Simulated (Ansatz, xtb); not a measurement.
A geometry optimisation of CH3BBr with r2SCAN-D4/def2-SVP

The starting geometry of this gas-phase doublet has its atoms placed at random.

```yaml
atoms:
  - { symbol: C, position_ang: [1.5131, 1.1986, 1.0077] }
  - { symbol: B, position_ang: [-1.5428, -0.0138, -1.1720] }
  - { symbol: Br, position_ang: [0.3542, -0.5013, -0.1866] }
  - { symbol: H, position_ang: [1.5106, -0.9114, 1.3018] }
  - { symbol: H, position_ang: [-0.0554, 1.2351, -0.5231] }
  - { symbol: H, position_ang: [-1.2077, -0.6489, -0.4724] }
```

One run relaxed it with r2SCAN-D4/def2-SVP. What is a likely outcome?

It ends as a structure with Br3 bridging B2 and C1, given below by its coordinates. Distances that change by over a tenth: B2–Br3 (2.19 → 1.91 Å), B2–H6 (1.00 → 1.20 Å), Br3–H4 (1.93 → 2.39 Å). Contacts that open: Br3–H5 (1.82 → 2.66 Å), Br3–H6 (1.59 → 2.65 Å). Contacts that close: C1–Br3 (2.38 → 2.07 Å), C1–H4 (2.13 → 1.13 Å), B2–H5 (2.05 → 1.20 Å).

The energy falls by 11.94 eV over 16 steps:

| step | E − E(last) (eV) |
| --- | --- |
| 1 | 11.938 |
| 3 | 6.813 |
| 4 | 5.409 |
| 6 | 3.340 |
| 8 | 1.441 |
| 9 | 0.925 |
| 11 | 0.132 |
| 13 | 0.002 |
| 14 | 0.000 |
| 16 | 0.000 |

Final geometry (Å):

```xyz
6

C     1.6332    0.5755    0.9550
B    -0.9771    0.1115   -0.7447
Br    0.3064   -0.8632    0.2855
H     2.2537   -0.1975    1.5009
H    -0.7991    1.2921   -0.8149
H    -1.8451   -0.5601   -1.2263
```

From the same start GFN2-xTB ends elsewhere, at `B[CH]Br`.

From so rough a start the end depends on the optimiser's path, so another program may land elsewhere. The end wasn't checked by frequencies. Open shells are spin-unrestricted. Run with Ansatz 0.2.0, 3 min on 1 thread of Arm Neoverse V2, on a shared host.
